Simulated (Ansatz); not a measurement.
Computed with Ansatz on PBE0-D4/def2-TZVP structures; ΔE is electronic, products minus reactants. CBS: MP2 limit from def2 TZ/QZ plus the TZ coupled-cluster correction, frozen cores. Functionals use def2-TZVPP. For Ga, Se outer-core shells are correlated without core-valence functions, which leaves a few kJ/mol of doubt a bond. Scalar relativity is left out up to krypton. Each species was taken in one conformer, which may not be the lowest.

`[OH][Ga]([OH])[SeH]` + silanol → `[OH][Ga]([OH])[O][SiH3]` + H₂Se  (ligand exchange at a Ga–Se bond)

`[OH][Ga]([OH])[SeH]`:

Cartesian coordinates in Å:
```
O 0.363 -1.138 1.047
Ga 0.206 0.184 -0.138
O 1.721 0.961 -0.640
Se -1.760 0.965 -1.064
H -0.464 -1.549 1.306
H 2.491 0.579 -0.211
H -2.558 -0.003 -0.299
```

`O[SiH3]`:

Cartesian coordinates in Å:
```
O -1.012 -0.357 -0.700
Si 0.192 0.227 0.260
H -0.823 -1.127 -1.237
H 0.644 -0.786 1.254
H -0.379 1.399 0.961
H 1.378 0.643 -0.538
```

`[OH][Ga]([OH])[O][SiH3]`:

```xyz
10

O     1.957    1.096    0.124
Ga    0.894    0.015   -0.787
O     1.379   -0.634   -2.362
O    -0.676   -0.419   -0.105
Si   -1.551   -0.101    1.240
H     2.788    1.277   -0.322
H     0.716   -1.207   -2.754
H    -2.828   -0.854    1.149
H    -0.824   -0.526    2.466
H    -1.854    1.353    1.350
```

H₂Se:

Cartesian coordinates in Å:
```
Se 0.496 0.076 -0.465
H -0.968 0.146 -0.506
H 0.472 -0.222 0.971
```

| level | ΔE (eV) |
| --- | --- |
| PBE-D4 | 0.43 |
| r2SCAN-D4 | 0.36 |
| ωB97M-V | 0.34 |
| PBE0 | 0.42 |
| HF/def2-TZVPP | 0.22 |
| SCS-MP2/def2-QZVPP | 0.27 |
| HF/CBS(def2) | 0.20 |
| CCSD/CBS(def2) | 0.32 |

(1) What does CCSD(T)/CBS give? (Best estimate.)

Largest T1 diagnostic among the species: 0.014.

Answers

(1) Ansatz gave: +0.33 eV. The listed levels differ from it by 0.10, 0.03, 0.01, 0.09, -0.11, -0.06, -0.13, -0.01 eV.

In def2-TZVPP, CCSD(T) changes the Hartree–Fock value by +0.04 eV (the triples alone add +0.01 eV) and MP2 by +0.08 eV.
